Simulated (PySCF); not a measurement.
## Electric field gradients and quadrupole coupling constants

Species: C₅H₆OS.
Z-matrix (Å and degrees, GFN2-xTB geometry), rows numbered from 1:
```
O 
C   1  1.2041
C   2  1.4593  1  124.45
C   3  1.3403  2  126.20  1     2.33
C   4  1.4908  3  116.08  2   177.31
C   5  1.5317  4  107.71  3    13.05
S   3  1.7618  2  119.72  1  -178.45
H   2  1.1057  1  121.89  3   179.93
H   4  1.0767  3  122.45  2    -0.19
H   5  1.0956  4  108.75  3  -107.28
H   5  1.0918  4  111.28  3   134.78
H   6  1.0873  5  113.13  4  -136.72
H   6  1.0900  5  111.79  4    99.72
```

Field gradients from the PBE0/pcSseg-1 density (PySCF, non-relativistic), principal values in atomic units, ordered |Vxx| ≤ |Vyy| ≤ |Vzz|:

| atom | Vxx | Vyy | Vzz |
| --- | --- | --- | --- |
| O1 | 0.4953 | 1.5179 | -2.0132 |
| S7 | 0.3791 | 2.4266 | -2.8057 |

Problem. Find the asymmetry η = (Vxx − Vyy)/Vzz and the couplings χ = eQV/h (234.96 MHz × Q in barn × V in au), with Q(17O) = −0.0256 b, Q(33S) = −0.0678 b.

Solution. 
| atom | environment | nucleus | η | χzz (MHz) | χxx (MHz) | χyy (MHz) |
| --- | --- | --- | --- | --- | --- | --- |
| O1 | aldehyde oxygen | 17O | 0.51 | 12.11 | -2.98 | -9.13 |
| S7 | sulfide sulfur | 33S | 0.73 | 44.70 | -6.04 | -38.66 |

Problem. What is Vzz at O1 in SI units (1 au = 9.71736 × 10²¹ V/m²)?

Solution. -2.0132 au = -19.563 × 10²¹ V/m².

Problem. And the gradient at the other heavy atoms, for which no coupling is worked out here?

Solution. 
| atom | environment | Vzz (au) | η |
| --- | --- | --- | --- |
| C2 | aldehyde carbon | 0.520 | 0.13 |
| C3 | fully substituted alkene carbon | -0.271 | 0.12 |
| C4 | alkene CH carbon | 0.317 | 0.35 |
| C5 | allylic carbon | 0.099 | 0.42 |
| C6 | sp3 carbon bound to sulfur | 0.303 | 0.32 |

Problem. What couplings would deuterons (Q(2H) = 0.00286 b) have in place of the hydrogens, at this geometry?

Solution. 
| atom | bonded to | bond length (Å) | Vzz (au) | η | χzz (kHz) |
| --- | --- | --- | --- | --- | --- |
| H8 | C2 | 1.106 | 0.2698 | 0.04 | 181 |
| H9 | C4 | 1.077 | 0.3321 | 0.04 | 223 |
| H10 | C5 | 1.096 | 0.2964 | 0.03 | 199 |
| H11 | C5 | 1.092 | 0.3031 | 0.03 | 204 |
| H12 | C6 | 1.087 | 0.3092 | 0.03 | 208 |
| H13 | C6 | 1.090 | 0.3028 | 0.03 | 204 |

Geometry: GFN2-xTB, one conformer, isolated molecule. GFN2-xTB bond lengths can be off by several hundredths of an ångström, more for odd bonds, and the gradients follow them. These gradients aren't converged with respect to the basis.

The run behind these numbers computed NMR shieldings as well. The run took 21 s of wall time on one thread of an Arm Neoverse V1, shared host.
